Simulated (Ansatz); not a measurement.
Input file for Ansatz (a program for electronic structure): U-PBE/def2-TZVPP on HNiO (SMILES [OH][Ni]), 2S+1 = 2, a spin state set in the input, which need not be the lowest.

Ansatz 0.2 input:
```yaml
crystal:
  periodic: [false, false, false]
  atoms:
    - {symbol: Ni, position_ang: [-0.88193519, -0.63642512, -0.77298331]}
    - {symbol: O, position_ang: [0.43107706, -0.13731647, 0.29058776]}
    - {symbol: H, position_ang: [0.41778940, 0.82111319, 0.41217592]}
basis:
  gaussian:
    orbitals: def2-TZVPP
hamiltonian:
  xc: {name: PBE}
magnetization: {spin_polarized: true, initial_magnetization: 1}
```

It printed:

```
WARN ansatz: RAYON_NUM_THREADS=1 ignored (pool sized by the plan → 1); use --threads N
Functional definition: PBE
integrals: 0.03 GiB planned
693 factors; their error is unknown
mean field: 0.32 GiB planned
mean field evaluation 1: about -43086.7034 eV, gradient 6.9e1 eV
mean field evaluation 2: about -42664.5064 eV, gradient 3.7e2 eV
mean field evaluation 4: about -43097.2735 eV, gradient 2.4e1 eV
mean field evaluation 8: about -43098.8250 eV, gradient 5.1e0 eV
mean field evaluation 16: about -43098.8608 eV, gradient 1.5e-1 eV
mean field evaluation 32: about -43099.1300 eV, gradient 1.8e-3 eV
mean field evaluation 64: about -43099.1296 eV, gradient 3.8e-1 eV
mean field evaluation 96: about -43098.8607 eV, gradient 1.4e-2 eV
mean field evaluation 128: about -43095.0634 eV, gradient 3.4e1 eV
mean field evaluation 160: about -43095.4009 eV, gradient 9.6e0 eV
mean field evaluation 192: about -43098.6860 eV, gradient 6.6e0 eV
mean field -43099.13000944 eV, -1583.8638142075 hartree, gradient 3.2e-6 eV, S^2 0.796311; 5 other end points of the search recorded, 0 dependent functions left out
reference -43099.13004501 eV, -1583.8638155145 hartree; 19, 18 occupied and 90, 91 virtual orbitals, 693 factors
Total energy: -43099.13004501 eV, -1583.8638155145 hartree
```

Self-consistency was reached.

Cost: roughly 14 core-seconds.
